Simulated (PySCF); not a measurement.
C3H5BO, SMILES OB1C=CC1. Atoms are numbered in the order given.

```xyz
10

O     -0.1535    -1.8991     0.0000
B     -0.0691    -0.5527     0.0000
C     -1.1146     0.5979     0.0000
C     -0.0821     1.4774     0.0000
C      1.1282     0.5395     0.0000
H      0.7103    -2.3315     0.0000
H     -2.1883     0.7975     0.0000
H     -0.0846     2.5772     0.0000
H      1.7736     0.6120    -0.8938
H      1.7736     0.6120     0.8938
```
Charge 0, spin multiplicity 1.

Coordinates come from a B3LYP-D3(BJ)/def2-SVP optimisation. This is a generated structure with no PubChem entry under its InChIKey; it may be hypothetical. One conformer was computed; it need not be the lowest.

The numbers are results of r2SCAN/def2-TZVP (PySCF), not measurements.

Symmetry labels are those of the subgroup Cs that the program uses (full group Cs).

Computed valence orbital energies around the gap with their symmetry:
```
orbital  symmetry  energy (eV)
-------  --------  -----------
HOMO−7         A'       -12.62
HOMO−6         A"       -10.66
HOMO−5         A'       -10.40
HOMO−4         A'        -9.18
HOMO−3         A"        -9.01
HOMO−2         A'        -7.78
HOMO−1         A'        -7.07
HOMO           A"        -6.69
LUMO           A"        -1.44
LUMO+1         A'         0.77
LUMO+2         A"         1.20
LUMO+3         A'         1.77
```
